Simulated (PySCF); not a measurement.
Correlation energy of O⁻ (oxygen, charge -1)

[He] 2s2 2p5, 2P determinant. All numbers are calculated (PySCF 2.14, no relativity, point nucleus, in def2-QZVPPD). Frozen: 1s2; 7 electrons correlated.

| level | correlation energy (mhartree) |
| --- | --- |
| CCSD | -237.28 |
| (T) | -9.41 |
| CCSD(T) | -246.69 |

Diagnostics: T1 = 0.024, D1 = 0.0471, largest double amplitude 0.040.

Is a single reference adequate?

Yes: T1 lies below 0.03 and no double amplitude reaches 0.07.
